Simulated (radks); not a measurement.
Nd8+, configuration [Kr] 4d10 4f2 5s2 5p2. Method: scalar-relativistic Kohn-Sham, PBEsol, spin-polarised, spherical densities, finite nucleus; open shells are filled with parallel spins first (spin-orbit coupling, left out, can overturn this in heavy ions); Fermi nuclear charge, rms radius 4.9123 fm; computed with a radial shooting solver on a logarithmic mesh with Libxc functionals.

Radial electron density D(r) = 4 pi r^2 rho(r):

```
   r/bohr * D(r) (the largest magnitude, 103, reaches the edge; | marks zero)
  0.00189 |    *
 0.002501 |      *
 0.003283 |          *
 0.004309 |               *
 0.005656 |                     *
 0.007423 |                            *
 0.009744 |                                   *
  0.01279 |                                        *
  0.01679 |                                         *
  0.02221 |                                       *
  0.02916 |                                    *
  0.03827 |                                      *
  0.05023 |                                              *
  0.06593 |                                                      *
  0.08654 |                                                    *
   0.1136 |                                           *
   0.1491 |                                         *
   0.1973 |                                               *
    0.259 |                                        *
   0.3399 |                      *
   0.4461 |                  *
   0.5856 |                    *
   0.7686 |              *
    1.009 |      *
    1.324 |  *
    1.752 |*
      2.3 *
    3.019 *
    3.963 *
```

D(r) has 4 maxima, at r = 0.0164, 0.0732, 0.204, 0.563 bohr, and minima at 0.0316, 0.134, 0.412 bohr, inside which lie 1.95, 11.13, 29.08 electrons.
